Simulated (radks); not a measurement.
Valence configurations of neutral lead. Calculated with a radial shooting solver on a logarithmic mesh with Libxc functionals: Dirac Kohn-Sham, PBEsol, spin-unpolarised, spherical densities, point nucleus; open shells fill j = l - 1/2 first. Energies are relative to [Hg] 6p2; eigenvalues in eV.

valence                     E (eV)  e(4f5/2)  e(4f7/2)  e(5d3/2)  e(5d5/2)  e(6p1/2)
[Hg] 6p2                     0.000   -134.20   -129.17   -21.609   -19.029    -4.016
[Xe] 4f14 5d10 6s1.5 6p2.5   4.398   -135.28   -130.25   -22.636   -20.043    -4.552
[Xe] 4f14 5d10 6s1 6p3       8.919   -136.31   -131.28   -23.607   -21.002    -5.048
[Xe] 4f14 5d9 6s2 6p3       18.104   -140.23   -135.20   -26.233   -23.522    -5.504
[Xe] 4f14 5d10 6p4          18.302   -138.26   -133.22   -25.424   -22.795    -5.949
[Xe] 4f14 5d8 6s2 6p4       39.566   -146.27   -141.23   -30.722   -27.881    -6.878
[Xe] 4f13.5 5d10 6s2 6p2.5  65.520   -143.86   -138.76   -24.807   -22.070    -4.793
[Xe] 4f13.5 5d9 6s2 6p3.5   86.113   -149.97   -144.86   -29.430   -26.562    -6.229
[Xe] 4f13 5d10 6s2 6p3      135.59   -153.68   -148.50   -28.038   -25.145    -5.545
[Xe] 4f13 5d10 6s1.5 6p3.5  140.62   -154.68   -149.50   -28.974   -26.070    -6.017

NIST lists [Hg] 6p2 as the ground configuration; this level of theory agrees among the configurations tried. The energies are those of spherical spin-averaged densities, not of single terms.
